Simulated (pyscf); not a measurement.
H₂As–In [singlet] -> HAs=InH, a hydrogen shift (singlet surface; As–H broken, H–In formed). Single points on ωB97X-D3(BJ)/def2-SVP structures (PySCF, gas phase). MP2 and CC: frozen core, UHF for open shells. ΔMP2 is the change of the MP2 total energy from the triple- to the quadruple-zeta basis. Energies in kJ/mol from the reactant's lowest minimum found.

Small-basis levels: PySCF, no dispersion term, spherical d functions. AM1 to PM7: differences of heats of formation from MOPAC. GFN2-xTB: tblite. 

```csv
level,barrier,reaction energy
HF/6-31G*+LANL2DZ,248.3,+103.5
MP2/6-31G*+LANL2DZ,213.3,+85.5
SVWN5/6-31G*+LANL2DZ,179.4,+78.5
B3LYP/LANL2DZ,196.2,+85.0
GFN2-xTB,191.8,+117.6
AM1,216.5,+102.4
PM3,179.0,+99.8
PM6,361.3,+274.9
PM7,404.6,+295.2
CCSD(T)/def2-TZVPP + ΔMP2(QZVPP),209.4,+86.8
```

Against the last row the barrier runs from -30.4 (PM3) to +195.2 kJ/mol (PM7). CCSD(T)/def2-TZVPP + ΔMP2(QZVPP) has limits of its own. This is the saddle that the search found; another between the same sides may lie lower. One closed-shell reference is unstable to symmetry breaking; treat the single-reference values with care. The CCSD(T) − MP2 part came from Ansatz, without density fitting, on the same reference. The frozen core leaves the outer d or s,p core shells of the metals and heavy elements correlated in the MP2 and CC values, and def2-TZVPP describes them poorly, which can shift differences by a few kcal/mol. In the def2 sets elements up to Kr have no core potential. Elements past Kr carry the def2 core potentials, without spin-orbit coupling.
